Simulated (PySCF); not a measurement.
## Vibration and rotation of SnI⁺

RHF-CCSD(T) constants of SnI⁺, ¹Σ⁺ (singlet), closed shell (PySCF, scalar-relativistic core potentials, basis sets Sn def2-TZVPPD with ECP28, I def2-TZVPPD with ECP28; masses 119.9022 and 126.9045 u):

- ωe: 241.7 cm⁻¹
- ωexe: 0.392 cm⁻¹
- Be: 0.040648 cm⁻¹
- αe: 9.19e-05 cm⁻¹
- D (centrifugal): 4.6e-09 cm⁻¹
- De to Sn⁺ + I: 3.41 eV

Task: Estimate the standard entropy (1 bar) and heat capacity of the ideal gas at 298.15 K, rigid rotor with B0 and harmonic oscillator at the fundamental.

Result: Translation (Sackur–Tetrode, M = 246.81 u): 177.6 J/(mol K). Rotation: q = kT/(σB0) = 5100 with σ = 1, 79.3. Vibration: x = hcν0/kT = 1.16, 7.51. S° = 264.4 J/(mol K); Cp = 7R/2 + 7.44 = 36.5 J/(mol K).

Correlated steps freeze 8 core orbitals. Spin–orbit coupling is left out, which matters for elements this heavy, above all for dissociation energies. For an ion De counts to the pair picked by the measured ionisation energies or electron affinities, which need not be the lowest pair at this level. Where the molecule has an RHF reference, its open-shell atoms are computed with UHF.
